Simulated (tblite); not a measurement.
A tight-binding relaxation on `C=C[C@@]1(Cl)[SiH2]P[Si@H]1C`.

Computed with GFN2-xTB geometry optimisation, gas phase (tblite 0.8.0). Start geometry: from a force field or distance geometry. The command runs a driver script over a list of jobs; the input below is this job's line of settings and its coordinates in Å.

Command:
```bash
OMP_NUM_THREADS=1 python probes_run.py task.json out
```

Input:
```
{"job": {"kind": "relax", "xc": "GFN2-xTB", "basis": "xTB"}, "charge": 0, "multiplicity": 1}
C     -1.930000    -1.184500     1.617800
C     -0.725800    -1.058900     1.073800
C     -0.646300    -0.442600    -0.264700
Cl    -1.856900    -1.169700    -1.356500
Si    -0.707900     1.420600    -0.187800
P      0.385100     1.546200    -2.111900
Si     1.032200    -0.275300    -1.011700
C      2.379000     0.240400     0.197000
H     -2.815300    -0.827500     1.059100
H     -2.123700    -1.618700     2.598100
H      0.170400    -1.411400     1.615600
H      0.105500     1.907400     0.914800
H     -2.068900     1.960100    -0.221000
H     -0.421300     1.251800    -3.284700
H      1.326800    -1.417400    -1.851500
H      1.940700     0.981300     0.897900
H      2.795400    -0.630500     0.740300
H      3.152300     0.735200    -0.436200
```

Output:
```
step      E/eV     max force
  0    -655.56821    2.620
  1    -655.87347    1.146
  2    -656.07924    1.063
  3    -656.20292    0.786
  4    -656.31991    0.782
  5    -656.37478    0.535
  6    -656.41366    0.360
  7    -656.44347    0.412
  8    -656.47154    0.509
  9    -656.49570    0.393
... (110 lines left out)
120    -656.77262    0.016
121    -656.77266    0.013
122    -656.77271    0.023
123    -656.77277    0.027
124    -656.77282    0.020
125    -656.77286    0.016
126    -656.77289    0.013
127    -656.77292    0.017
128    -656.77294    0.015
129    -656.77296    0.009
```

«max force» is the largest atomic force in eV/Å.

Problem. From which step on does the largest force stay under 0.1 eV/Å, and how much energy is left to gain from there?

Solution. From step 94 (0.076 eV/Å), 4.9 meV above the end.

Main results: energy lowered by 27.8 kcal/mol over 129 steps; largest atomic force 0.009 eV/Å at the end.

Problem. Where do the atoms end?

Solution. 0.914 Å rms from the input after alignment:
```
atom  x, y, z in Å
C1    -1.4573   -1.5107    1.8002
C2    -0.7821   -0.5271    1.2295
C3    -0.7751   -0.1345   -0.1889
Cl4   -1.8718   -1.1611   -1.1763
Si5   -1.2205    1.7277   -0.5411
P6     0.7278    2.0643   -1.6368
Si7    0.9741   -0.1239   -1.0623
C8     2.4121   -0.3730    0.1485
H9    -2.1101   -2.1563    1.2391
H10   -1.3829   -1.7047    2.8561
H11   -0.1370    0.1046    1.8297
H12   -1.2615    2.5134    0.6911
H13   -2.4493    1.8344   -1.3168
H14    0.2184    1.8136   -2.8968
H15    0.9794   -1.0894   -2.1638
H16    2.4356    0.4093    0.9015
H17    2.3322   -1.3293    0.6551
H18    3.3593   -0.3509   -0.3797
```

Time: 2.7 s. Hardware: one thread, Arm Neoverse N1 (aarch64), shared host with 64 logical CPUs at a one-minute load of 61.
Labels such as C1 count atoms from 1, the log's own numbers from 0.
